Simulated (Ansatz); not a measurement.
Input and output for `C=[CH][Al][CH3]` radical.

```yaml
crystal:
  periodic: [false, false, false]
  atoms:
    - {symbol: C, position_ang: [-1.105179, -0.956141, -0.900967]}
    - {symbol: C, position_ang: [0.203508, -1.108383, -1.119985]}
    - {symbol: Al, position_ang: [1.485691, -0.034382, -0.093718]}
    - {symbol: C, position_ang: [0.716773, 1.229274, 1.207920]}
    - {symbol: H, position_ang: [-1.488345, -0.249890, -0.166695]}
    - {symbol: H, position_ang: [-1.865514, -1.523075, -1.437525]}
    - {symbol: H, position_ang: [0.497891, -1.838212, -1.873556]}
    - {symbol: H, position_ang: [1.472457, 1.794077, 1.756219]}
    - {symbol: H, position_ang: [0.064890, 1.945205, 0.694632]}
    - {symbol: H, position_ang: [0.100929, 0.690424, 1.936777]}
basis:
  gaussian: {orbitals: 6-31G}
magnetization: {spin_polarized: true, initial_magnetization: 1}
hamiltonian: {xc: {name: HSE06}}
```

```sh
$ ansatz run in.yaml --threads 4 --pin off --events-out ev --progress --plain --max-ram 10444MiB
```

Shortened log:

```
Functional definition: HSE06
  name "HSE06"
  cite "Heyd, Scuseria & Ernzerhof, J. Chem. Phys. 118, 8207 (2003) doi:10.1063/1.1564060"
  cite "Krukau, Vydrov, Izmaylov & Scuseria, J. Chem. Phys. 125, 224106 (2006) doi:10.1063/1.2404663"
  cite "Heyd & Scuseria, J. Chem. Phys. 120, 7274 (2004) doi:10.1063/1.1668634"
  cite "Ernzerhof & Perdew, J. Chem. Phys. 109, 3313 (1998) doi:10.1063/1.476928"
  cite "Perdew, Burke & Ernzerhof, Phys. Rev. Lett. 77, 3865 (1996) doi:10.1103/PhysRevLett.77.3865"
  parent pbe
  parameter a = 0.25
  parameter omega = 0.11/bohr
  # The whole range is PBE's own exchange, as in plane waves. The composition of these papers is wPBEh.
  exchange = pbe_x - a*pbe_x_sr(omega) + a*exact_x_sr(omega)
  correlation = pbe_c
711 factors; integrals over basis functions are off by at most 2.4e-4 eV
116 factors; integrals over basis functions are off by at most 2.8e-7 eV
mean field evaluation 1: about -9786.3974 eV, gradient 4.0e1 eV
mean field evaluation 2: about -9779.5465 eV, gradient 5.0e1 eV
mean field evaluation 4: about -9794.8407 eV, gradient 3.0e0 eV
mean field evaluation 8: about -9795.0690 eV, gradient 2.3e-1 eV
mean field evaluation 16: about -9795.0693 eV, gradient 7.9e-4 eV
mean field -9795.06934086 eV, -359.9621589400 hartree, gradient 5.3e-5 eV, S^2 0.751339; 0 other end points of the search recorded, 0 dependent functions left out
reference -9795.06937680 eV, -359.9621602608 hartree; 19, 18 occupied and 33, 34 virtual orbitals, 711 factors
Total energy: -9795.06937680 eV, -359.9621602608 hartree
```

It took 0.65 s on 4 threads of an Intel Xeon 6975P-C on a shared host, with 0.41 GiB of host memory at the peak.
